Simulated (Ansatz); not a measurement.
Basis sets compared for the cluster Mg₄N₂⁺. Charge 1, multiplicity 2. Geometry PBE-D4/def2-SVP. Ansatz on 4 threads of Arm Neoverse V2 on a shared host; times are rough, and most runs start from earlier orbitals.

```xyz
6

Mg    2.8592    0.4982    0.4349
Mg   -2.8591   -0.4979   -0.4347
Mg    0.7759    2.7447    0.6903
Mg   -0.7764   -2.7451   -0.6891
N     0.3954   -0.4263   -0.0490
N    -0.3951    0.4264    0.0475
```

At PBE0-D4/def2-SVP, PBE0-D4/def2-TZVP the charge 1 doublet is spin-contaminated (final ⟨S²⟩ up to 1.02, 0.75 for a pure state). The structure comes from a short search, and lower isomers may exist.

| level | functions | energy (Eh) | HOMO (eV) | LUMO (eV) | wall time |
| --- | --- | --- | --- | --- | --- |
| PBE-D4/def2-SVP | 100 | -908.6365 | -7.61 | -7.08 | 1.8 s |
| PBE0-D4/def2-SVP | 100 | -908.6850 | -8.24 | -6.45 | 2.9 s |

(1) Estimate the rows for PBE-D4/def2-TZVP (with forces), PBE0-D4/def2-TZVP.

## Answers

(1) 
| level | functions | energy (Eh) | HOMO (eV) | LUMO (eV) | wall time |
| --- | --- | --- | --- | --- | --- |
| PBE-D4/def2-TZVP (with forces) | 190 | -909.0420 | -7.63 | -7.10 | 3.2 s |
| PBE0-D4/def2-TZVP | 190 | -909.0906 | -8.27 | -6.47 | 5.5 s |
